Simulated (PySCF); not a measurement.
Si(Cl)(Br)(Me)(NH2) (CH₅BrClNSi), SMILES Cl[Si](N)(C)Br. Geometry: PBE-D3(BJ)/def2-SVP. The values are those of a single conformer.

Q: Give the equilibrium geometry at PBE-D3(BJ)/def2-SVP (PySCF confirms it by a frequency run) as bond lengths and angles. (The exact figures need the calculation; the answer reports its results.)

A: One answer among several that fit: 
Atoms: C1 Si2 N3 Cl4 Br5 H6 H7 H8 H9 H10. Bonds (Å): C1–Si2 1.865, C1–H6 1.109, C1–H7 1.108, C1–H8 1.107, Si2–N3 1.728, Si2–Cl4 2.080, Si2–Br5 2.266, N3–H9 1.025, N3–H10 1.024. Bond angles (°): Si2–C1–H6 110.4, Si2–C1–H7 109.9, Si2–C1–H8 110.3, H6–C1–H7 109.0, H6–C1–H8 108.1, H7–C1–H8 109.2, C1–Si2–N3 111.1, C1–Si2–Cl4 111.2, C1–Si2–Br5 107.5, N3–Si2–Cl4 106.1, N3–Si2–Br5 114.2, Cl4–Si2–Br5 106.6, Si2–N3–H9 117.5, Si2–N3–H10 117.6, H9–N3–H10 110.0.
